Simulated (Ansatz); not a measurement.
Abridged output of a molecular run in Ansatz:

```
Functional definition: HF
1175 factors; integrals over basis functions are off by at most 1.4e-3 eV
mean field evaluation 1: about -127546.1428 eV, gradient 3.6e1 eV
mean field evaluation 2: about -127546.1642 eV, gradient 3.6e1 eV
mean field evaluation 4: about -127549.0901 eV, gradient 2.8e0 eV
mean field evaluation 8: about -127549.1242 eV, gradient 1.2e-4 eV
mean field -127549.12422858 eV, -4687.3438594986 hartree, gradient 2.1e-6 eV, S^2 0.000000; 0 other end points of the search recorded, 0 dependent functions left out
24 core orbitals not correlated: weight in the atoms' cores, before any rotation towards them, 1.000 or more for the frozen orbitals, at most 0.000 for the correlated occupied ones
reference -127549.12422858 eV, -4687.3438594986 hartree; 23, 23 occupied and 74, 74 virtual orbitals, 1175 factors
second order -21.34048752 eV of doubles, -0.00000000 eV of singles
cycle   1  -21.31008657 eV  change    3.0e-2 eV  update   1.1e-1
cycle   2  -21.96319786 eV  change   -6.5e-1 eV  update   3.3e-2
cycle   3  -22.06836035 eV  change   -1.1e-1 eV  update   1.6e-2
cycle   4  -22.05561687 eV  change    1.3e-2 eV  update   3.6e-3
cycle   5  -22.05522339 eV  change    3.9e-4 eV  update   1.7e-3
cycle   6  -22.05538257 eV  change   -1.6e-4 eV  update   4.5e-4
cycle   7  -22.05504847 eV  change    3.3e-4 eV  update   1.7e-4
cycle   8  -22.05503179 eV  change    1.7e-5 eV  update   6.1e-5
cycle   9  -22.05505968 eV  change   -2.8e-5 eV  update   2.2e-5
perturbative correction -0.57053644 eV, -0.0209668274 hartree
Total energy: -127571.74982469 eV, -4688.1753348196 hartree
```

Its atoms:

Z-matrix (Å, degrees):
```
Ge
Cl 1 2.169
Ge 1 2.429 2 106.3
O 1 1.773 2 107.8 3 -120.8
H 1 1.533 2 107.4 3 127.4
H 3 1.534 1 109.4 2 56.4
H 3 1.536 1 109.9 2 177.2
H 3 1.535 1 108.1 2 -63.2
H 4 0.961 1 112.9 2 58.1
```

Question: Which basis set was used?
A. def2-SVPD
B. def2-TZVPP
C. cc-pV(Q+d)Z
D. def2-SVP

Answer: D. It gives 121 functions.

Question: Write the keys of the input that set method, charge and spin (a neutral closed shell needs none for the last two).

Answer: 
```yaml
correlation: {method: ccsd_t}
```
